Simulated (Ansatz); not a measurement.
`[CH3][Ge]([F])([F])[Cl]` → `[F][Ge][Cl]` + fluoromethane at 298.15 K and 1 bar (germylene formation by 1,1-elimination).

Computed with Ansatz on PBE0-D4/def2-TZVP structures; ΔE is electronic, products minus reactants. CCSD(T)/CBS adds triple-zeta CCSD(T) − MP2 to the extrapolated MP2 energy (def2 sets, frozen cores). This one scheme is used for every species. For Ge outer-core shells are correlated without core-valence functions, which leaves a few kJ/mol of doubt a bond. Scalar relativity is left out up to krypton.

```tsv
species	CCSD(T)/CBS energy (Eh)	H − E (kJ/mol)	S (J/(mol·K))
`[CH3][Ge]([F])([F])[Cl]`	-2775.47323	134.3	357.1
`[F][Ge][Cl]`	-2635.75718	20.2	289.1
`CF`	-139.63461	113.4	222.6
```

H − E and S are ideal-gas, rigid-rotor, harmonic terms from PBE0-D4/def2-TZVP. 1 Eh = 2625.50 kJ/mol, R = 8.31446 J/(mol·K).

Task: By hand: ΔE, ΔH, ΔS and ΔG.

Result: ΔE = (-2635.75718) + (-139.63461) − (-2775.47323) = 0.08144 Eh = 213.8 kJ/mol. Δ(H − E) = 20.2 + 113.4 − 134.3 = -0.7, so ΔH = 213.1 kJ/mol. ΔS = 289.1 + 222.6 − 357.1 = 154.6 J/(mol·K). ΔG = 213.1 − 298.15 × (154.6)/1000 = 167.0 kJ/mol.

Task: By hand: the equilibrium constant, and the temperature at which ΔG would vanish if ΔH and ΔS stayed fixed.

Result: log₁₀ K = −ΔG/(RT ln 10) = -29.3. ΔG = 0 at ΔH/ΔS = 1378 K.

The number of gas molecules changes by +1, which sets the sign of ΔS. A doubt of 5 kJ/mol in ΔE shifts log₁₀ K by 0.9 here. These are equilibria of isolated gas molecules and say nothing of rates. Largest T1 diagnostic: 0.014 (customary marks: 0.02 for closed shells, 0.045 for open ones).
